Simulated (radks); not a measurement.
Results of a calculation; reference values are marked as such.
Excited configurations of S: one electron is placed in a higher orbital outside [Ne] 3s2 3p3. The ground configuration is [Ne] 3s2 3p4. Code: a radial shooting solver on a logarithmic mesh with Libxc functionals. Model: non-relativistic Kohn-Sham, PBEsol, spin-polarised, spherical densities, point nucleus; open shells are filled with parallel spins first. Excitation = E - E(ground); binding = E(ion) - E, where the ion is the core of charge +1; n* = 1/sqrt(2 binding) in atomic units, and the quantum defect is n - n*.

outer orbital,excitation (eV),binding (eV),n*,eigenvalue (eV)
4d,8.836,1.394,3.124,-0.741
4f,9.285,0.945,3.794,-0.467
5s,8.407,1.823,2.732,-1.125
6s,9.171,1.059,3.584,-0.687
6p,9.356,0.873,3.947,-0.561
6d,9.627,0.602,4.752,-0.390

The Delta-SCF ionisation energy is 10.230 eV (NIST Atomic Spectra Database: 10.360 eV, measured). Self-interaction in the functional shifts the binding energies and quantum defects, so they are the method's values and not measured ones. Open shells are spherical and high-spin; term and fine-structure splittings are not resolved.
